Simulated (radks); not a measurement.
Values are calculated unless marked as measured or tabulated.
Coulomb parameter of the 4d shell of the palladium ion Pd+ in the model configuration [Kr] 4d7 5p2, as a second difference U = [E(n + 0.25) + E(n - 0.25) - 2 E(n)] / (0.25)^2 with all orbitals relaxed. "Bare": the charge of the atom changes with n. "Screened": the 5p shell takes up the change at fixed total charge, which measures U(4d,4d) + U(5p,5p) - 2 U(4d,5p). Code: a radial shooting solver on a logarithmic mesh with Libxc functionals. Model: scalar-relativistic Kohn-Sham, PBEsol, spin-unpolarised, spherical densities, finite nucleus; Fermi nuclear charge, rms radius 4.5318 fm.

case                 configuration  E - E(n) (eV)
start                 [Kr] 4d7 5p2          0.000
bare +0.25         [Kr] 4d7.25 5p2         -5.661
bare -0.25         [Kr] 4d6.75 5p2          6.441
screened +0.25  [Kr] 4d7.25 5p1.75         -3.563
screened -0.25  [Kr] 4d6.75 5p2.25          3.772

U(bare) = 12.477 eV, U(screened by 5p) = 3.347 eV, against the Slater integral F0(4d,4d) = 18.509 eV with frozen orbitals.
